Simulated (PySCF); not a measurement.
One of the candidates below gave these computed data.

All candidates are C6H5FSi.

| technique | computed result |
| --- | --- |
| UV, first state | lowest singlet excitation: 4.21 eV (295 nm, f = 0.041) [TDDFT wB97X-D/def2-SVPD] |
| 1H NMR | chemical shifts (computed TMS as zero) by class: 6.83 (1 H), 5.17 (1 H), 4.64 (2 H), 3.08 (1 H) ppm [GIAO PBE0/pcSseg-1] |
| UV, strongest line | among the 8 lowest singlet transitions: S3 at 5.62 eV (221 nm, f = 0.238) [TDDFT wB97X-D/def2-SVPD] |
| Polarisability | 94.5 au [wB97X-D/def2-SVPD] |
| Dipole | 1.61 D [wB97X-D/def2-SVPD] |
| Rotational structure | rotational constants A, B, C: 3.118, 1.371, 0.963 GHz [GFN2-xTB] |
| 13C NMR | chemical shifts (computed TMS as zero) by class: 178.1 (1 C), 146.5 (1 C), 143.8 (1 C), 99.7 (1 C), 95.1 (1 C), 82.5 (1 C) ppm [GIAO PBE0/pcSseg-1] |

The electronic properties come from PySCF, for the isolated species, density fitting. Levels stand in brackets. Geometry: GFN2-xTB; no solvent, vibrations or thermal averaging. Each NMR value is the plain mean over a class of atoms that symmetry, rotation or inversion makes alike.

**Question.** Which candidate is it?
A. `C#C[C@@H]1[C@@H](F)[Si@H]1C#C`
B. `C#CC1=C(F)C=C[SiH2]1`
C. `C#CC1=CC=C[Si@H]1F`
D. `C#CC1=C[SiH2]C=C1F`

**Answer.** D. It is `C#CC1=C[SiH2]C=C1F`. Numbering: `[CH:1]#[C:2][C:3]1=[CH:4][SiH2:5][CH:6]=[C:7]1[F:8]`. Its formula, C6H5FSi, gives 5 degrees of unsaturation: 1 ring and 4 π bonds in the structure found. 6 carbons fall into 6 classes; from least to most shielded: vinylic C–F carbon [C7] (178.1 ppm), alkene CH carbon [C4] (146.5 ppm), fully substituted alkene carbon [C3] (143.8 ppm), alkene CH carbon [C6] (99.7 ppm), terminal alkyne carbon [C1] (95.1 ppm), alkyne carbon [C2] (82.5 ppm). Hydrogen classes from least to most shielded: 1 H on an alkene CH carbon, C4 (6.83 ppm), 1 H on an alkene CH carbon, C6 (5.17 ppm), 2 H on an SiH2 silicon, Si5 (4.64 ppm), 1 H on a terminal alkyne carbon, C1 (3.08 ppm). S1 is mainly HOMO→LUMO (weight 0.95); the largest Löwdin shares of the orbital it empties are 0.24 on an alkene CH carbon, 0.21 on an alkene CH carbon, 0.13 on the fully substituted alkene carbon and 0.11 on the vinylic C–F carbon, of the orbital it fills 0.25 on an alkene CH carbon, 0.19 on the fully substituted alkene carbon, 0.09 on the vinylic C–F carbon and 0.09 on an alkene CH carbon. The optimised geometry has point group Cs and is an asymmetric top.

The others, at the same levels:
- `C#CC1=CC=C[Si@H]1F` fails: its computed 13C shifts are 162.2 (1 C), 158.1 (1 C), 129.9 (1 C), 128.9 (1 C), 100.2 (1 C), 87.1 (1 C) ppm, 1H shifts are 7.28 (1 H), 7.27 (1 H), 5.71 (1 H), 5.33 (1 H), 3.53 (1 H) ppm and lowest singlet excitation is 3.55 eV (349 nm, f = 0.141) (against 4.21 eV).
- `C#CC1=C(F)C=C[SiH2]1` fails: its computed 13C shifts are 184.4 (1 C), 153.2 (1 C), 136.2 (1 C), 98.2 (1 C), 97.7 (1 C), 81.7 (1 C) ppm, 1H shifts are 7.11 (1 H), 6.24 (1 H), 4.71 (2 H), 3.28 (1 H) ppm and rotational constant A is 2.459 GHz (against 3.118 GHz).
- `C#C[C@@H]1[C@@H](F)[Si@H]1C#C` fails: its computed 13C shifts are 105.4 (1 C), 86.2 (1 C), 86.2 (1 C), 80.9 (1 C), 73.1 (1 C), 13.8 (1 C) ppm, 1H shifts are 5.18 (1 H), 3.59 (1 H), 2.25 (1 H), 1.86 (1 H), 1.38 (1 H) ppm and lowest singlet excitation is 5.47 eV (227 nm, f = 0.217) (against 4.21 eV).
